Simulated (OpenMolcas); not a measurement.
Rh2+ (d7) among equal point charges was computed by CASSCF with the d shell active (OpenMolcas, ANO-RCC-VDZP on the metal). Its lowest spin-free states, and all those of the highest spin:

```
2S+1  Degeneracy  E (cm-1)
   4           1       0.0
   4           3      1971
   4           3      3474
   2           2     15556
   4           3     15632
   2           3     15706
   2           1     15995
   2           3     16603
   2           3     19840
   2           3     20212
   2           2     21091
   2           3     21360
```

Is the site octahedral, tetrahedral or cube-like, axial, or of lower symmetry?

The states with 2S+1 = 4 have orbital degeneracies 1, 3, 3, 3. Threefold states need a cubic site. For d7 at this spin an octahedron puts the threefold T1 below the threefold T2 and a tetrahedron or cube puts the single A2 below the threefold T2, so the site is a tetrahedron or a cube, which this pattern cannot tell apart. The first gap at this spin, 1970 cm-1, is |10Dq| in ligand-field theory. The run had Rh2+ among 4 point charges of -1.62 e arranged as a tetrahedron (Td), 2.26 Å from the ion.

Without dynamic correlation the repulsion within the d shell is too large (B by tens of per cent), so at a given field states of lower spin stand too high. The ground term spreads over less than 5000 cm-1, several times less than with real ligands, so orbital moments are less quenched and χT lies further from the spin-only value than at real sites. Point charges carry no covalency, so the field is a model and not that of real ligands. No measured value stands beside these numbers.
